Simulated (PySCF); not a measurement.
Al(H)(F)(OEt) (C2H6AlFO), SMILES [F][AlH][O]CC. Atoms are numbered in the order given.

```xyz
11

Al    -0.4428     1.0516     0.0000
H     -2.0212     0.9591     0.0000
F      0.2624     2.5702     0.0000
O      0.6380    -0.2563     0.0000
C      0.7269    -1.6570     0.0000
C     -0.6250    -2.3620     0.0000
H      1.3168    -1.9778    -0.8904
H      1.3168    -1.9778     0.8904
H     -1.2181    -2.0885    -0.8977
H     -0.4967    -3.4637     0.0000
H     -1.2181    -2.0885     0.8977
```

Geometry: PBE-D3(BJ)/def2-SVP. The structure was generated by enumeration; whether it is a known compound was not checked. One conformer was computed; it need not be the lowest.

Computed with PBE-D3(BJ)/def2-SVP in PySCF 2.14.0.

Frequencies are harmonic and unscaled.

| mode | ν (cm⁻¹) | IR (km/mol) | moving atoms (share of kinetic energy) |
|---|---|---|---|
| 1 | 24 | 1.8 | F 30 %, Al 26 %, H 26 %, C 16 % |
| 2 | 77 | 0.5 | O 29 %, C 27 %, H 17 %, F 14 %, Al 13 % |
| 3 | 92 | 3.4 | O 50 %, H 36 %, C 8 % |
| 4 | 224 | 17.3 | F 46 %, Al 27 %, C 17 % |
| 5 | 292 | 0.4 | H 87 % |
| 6 | 428 | 17.1 | O 37 %, C 31 %, H 30 % |
| 7 | 464 | 138.0 | H 73 %, Al 21 % |
| 8 | 630 | 72.0 | H 51 %, O 19 %, Al 15 %, C 14 % |
| 9 | 672 | 92.4 | H 51 %, Al 19 %, F 16 %, C 10 % |
| 10 | 777 | 0.9 | H 92 % |
| 11 | 859 | 83.9 | F 40 %, Al 37 %, H 12 %, C 9 % |
| 12 | 926 | 47.5 | H 41 %, C 33 %, Al 13 %, O 8 % |
| 13 | 1071 | 8.3 | C 57 %, H 41 % |
| 14 | 1128 | 1.1 | H 59 %, C 39 % |
| 15 | 1221 | 361.4 | O 52 %, C 40 % |
| 16 | 1264 | 0.0 | H 93 % |
| 17 | 1329 | 2.7 | H 80 %, C 18 % |
| 18 | 1362 | 26.8 | H 74 %, C 24 % |
| 19 | 1408 | 7.7 | H 97 % |
| 20 | 1418 | 0.0 | H 96 % |
| 21 | 1445 | 0.1 | H 92 % |
| 22 | 1948 | 98.8 | H 96 % |
| 23 | 2929 | 79.7 | H 95 % |
| 24 | 2964 | 13.0 | H 97 % |
| 25 | 2964 | 28.0 | H 90 %, C 10 % |
| 26 | 3054 | 24.1 | H 90 %, C 10 % |
| 27 | 3062 | 24.3 | H 91 %, C 9 % |
